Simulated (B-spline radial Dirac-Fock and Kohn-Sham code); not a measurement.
# The K (1s) hole of cesium ions: width and yield against charge

Model: one-electron (LDA, Dirac) transition rates at Dirac-Fock energies. Program: a radial finite-basis atomic code. Tabulated ground configurations, configuration averages; single configurations, so decays that open only by mixing (as 1s 2s² with 1s 2p² in Be-like ions) are missing and such tiny yields are far too low.

```tsv
ion	configuration	radiative (eV)	non-radiative (eV)	yield
Cs	[Xe] 6s1	10.8	1.25	0.896
Cs⁺	[Kr] 4d10 5s2 5p6	10.8	1.25	0.896
Cs²⁺	[Kr] 4d10 5s2 5p5	10.8	1.25	0.896
Cs³⁺	[Kr] 4d10 5s2 5p4	10.8	1.25	0.896
Cs⁴⁺	[Kr] 4d10 5s2 5p3	10.7	1.25	0.896
Cs⁵⁺	[Kr] 4d10 5s2 5p2	10.7	1.25	0.896
Cs⁶⁺	[Kr] 4d10 5s2 5p1	10.7	1.25	0.896
Cs⁷⁺	[Kr] 4d10 5s2	10.7	1.25	0.896
```

Values without a named source are computed, but for edge energies of neutral atoms, which are taken from tables.
